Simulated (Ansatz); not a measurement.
A nudged elastic band was laid between two geometries of AlCl2H + H3P (8 atoms, charge 0, multiplicity 1).

Method: RKS PBE-D4/def2-SVP in Ansatz.

```yaml
movable_images: 5
climbing_image: yes
spring: 5.0 eV/Å²
optimiser: quadratic models (default)
start_path: through a guess of the saddle point
force_threshold: 0.05 eV/Å
iteration_limit: 60
end_points: relaxed
```

First end point:

```xyz
8
Properties=species:S:1:pos:R:3
Al 0.052 0.038 0.101
H -0.088 0.696 1.533
Cl 1.936 -0.026 -0.871
Cl -1.665 -0.270 -1.106
P 0.190 -3.017 1.173
H -0.806 -2.699 0.183
H 1.280 -2.555 0.354
H 0.048 -1.745 1.850
```

Last end point:

```xyz
8
Properties=species:S:1:pos:R:3
Al 0.056 -0.825 -0.101
H 0.303 0.441 1.849
Cl 1.798 0.293 -0.569
Cl -1.813 -0.071 -0.752
P 0.174 -2.942 0.854
H -0.582 -3.493 -0.244
H 1.443 -3.203 0.221
H -0.431 0.222 1.959
```

(1) What changes between the two ends?

(2) Give the energies along the band, and the barrier.

(3) What is the geometry of the highest image?

(4) What are the harmonic wavenumbers there?

Answers

(1) Bonds broken: Al1–H2, P5–H8. Bonds formed: Al1–P5, H2–H8. AlCl2H + H3P becomes AlCl2H2P + H2.

(2) The forces met the threshold. The highest image is number 2 of 0 to 6, 0.90 eV above the first end and 1.12 eV above the last; the last end lies 0.21 eV below the first. A vibrational analysis at the climbing image gives one clearly imaginary mode, 1046i cm⁻¹: a first-order saddle point. The orbitals stay closed-shell, which can raise the energy where a bond breaks towards radicals; this wasn't checked here.

```csv
image,path coordinate (Å),energy (eV),Al1–H2 (Å),P5–H8 (Å),Al1–P5 (Å)
0,0.00,0.00,1.58,1.45,3.24
1,0.62,0.18,1.59,1.49,2.93
2,1.25,0.90,1.72,1.81,2.55
3,1.77,0.31,1.98,2.21,2.36
4,2.28,-0.11,2.23,2.60,2.32
5,2.80,-0.20,2.34,3.03,2.33
6,3.32,-0.21,2.34,3.41,2.33
```

(3) 
```xyz
8
Properties=species:S:1:pos:R:3:forces:R:3
Al 0.078 -0.421 0.031 0.01 -0.01 0.01
H -0.051 0.169 1.640 -0.01 0.01 0.00
Cl 1.944 0.096 -0.814 -0.01 0.00 0.01
Cl -1.741 -0.144 -1.005 0.01 0.00 0.00
P 0.145 -2.691 1.195 -0.01 -0.01 0.01
H -0.769 -2.889 0.100 0.00 0.00 0.00
H 1.341 -2.744 0.397 0.00 0.01 -0.01
H 0.000 -0.954 1.672 0.02 0.00 -0.02
```

(4) 1046i, 96, 125, 132, 187, 336, 393, 443, 517, 521, 610, 976, 1042, 1167, 1575, 1701, 2325, 2355 cm⁻¹.

The run took 100 s on 2 threads of Intel(R) Xeon(R) Platinum 8259CL CPU @ 2.50GHz (Skylake/Cascade Lake), on a shared host, peak memory 0.16 GiB.
